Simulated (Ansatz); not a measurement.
Ansatz (a program for electronic structure) input:

Ansatz 0.2 input:
```yaml
crystal:
  periodic: [false, false, false]
  atoms:
    - {symbol: O, position_ang: [-0.00000000, -0.00000000, -1.13481261]}
    - {symbol: C, position_ang: [0.00000000, 0.00000000, 0.04054995]}
    - {symbol: N, position_ang: [0.00000000, 0.00000000, 1.26217160]}
basis:
  gaussian:
    orbitals: STO-3G
hamiltonian:
  xc: {name: PBE0}
magnetization: {spin_polarized: true, initial_magnetization: 1}
```

What final total energy does it print?

-165.58048 Eh (PBE0/STO-3G). The basis has 15 functions.

It need not be the lowest isomer of its formula.
